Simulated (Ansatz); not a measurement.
Program: Ansatz 0.2.0.

CH3F4OTa (`C[O][Ta]([F])([F])([F])[F]`) at its PBE0-D4/def2-TZVP geometry, where that method's forces vanish. Total charge 0; spin multiplicity 1. Ta takes the def2 core potential.

```csv
atom,x (Å),y (Å),z (Å)
C1,-1.067,-0.187,1.389
O2,0.136,-0.038,0.669
Ta3,0.876,0.144,-1.007
F4,2.653,0.246,-0.390
F5,1.034,1.882,-1.663
F6,1.308,-1.435,-1.901
F7,-0.826,0.062,-1.829
H8,-1.914,-0.206,0.700
H9,-1.028,-1.120,1.953
H10,-1.171,0.651,2.080
```

Problem. For each bond, give half the difference of the two atoms' forces along it (eV/Å; positive pushes the atoms apart) under PBE-D4, r2SCAN-D4, B3LYP-D4, ωB97M-V in def2-TZVPP. (An estimate is asked.)

Solution. The calculation gave: 
```json
{"bond": "C1–O2", "length (Å)": "1.410", "PBE-D4": "-0.01", "r2SCAN-D4": "0.15", "B3LYP-D4": "0.20", "ωB97M-V": "0.33"}
{"bond": "C1–H8", "length (Å)": "1.093", "PBE-D4": "0.11", "r2SCAN-D4": "-0.05", "B3LYP-D4": "-0.08", "ωB97M-V": "-0.11"}
{"bond": "C1–H9", "length (Å)": "1.091", "PBE-D4": "0.10", "r2SCAN-D4": "-0.06", "B3LYP-D4": "-0.10", "ωB97M-V": "-0.12"}
{"bond": "C1–H10", "length (Å)": "1.091", "PBE-D4": "0.10", "r2SCAN-D4": "-0.06", "B3LYP-D4": "-0.10", "ωB97M-V": "-0.12"}
{"bond": "O2–Ta3", "length (Å)": "1.841", "PBE-D4": "0.22", "r2SCAN-D4": "0.12", "B3LYP-D4": "0.07", "ωB97M-V": "-0.11"}
{"bond": "Ta3–F4", "length (Å)": "1.884", "PBE-D4": "0.29", "r2SCAN-D4": "0.10", "B3LYP-D4": "0.17", "ωB97M-V": "0.05"}
{"bond": "Ta3–F5", "length (Å)": "1.864", "PBE-D4": "0.26", "r2SCAN-D4": "0.05", "B3LYP-D4": "0.16", "ωB97M-V": "0.03"}
{"bond": "Ta3–F6", "length (Å)": "1.864", "PBE-D4": "0.26", "r2SCAN-D4": "0.05", "B3LYP-D4": "0.16", "ωB97M-V": "0.03"}
{"bond": "Ta3–F7", "length (Å)": "1.892", "PBE-D4": "0.31", "r2SCAN-D4": "0.11", "B3LYP-D4": "0.21", "ωB97M-V": "0.06"}
```

B3LYP here is the variant with VWN-RPA as its local correlation; programs differ in this.
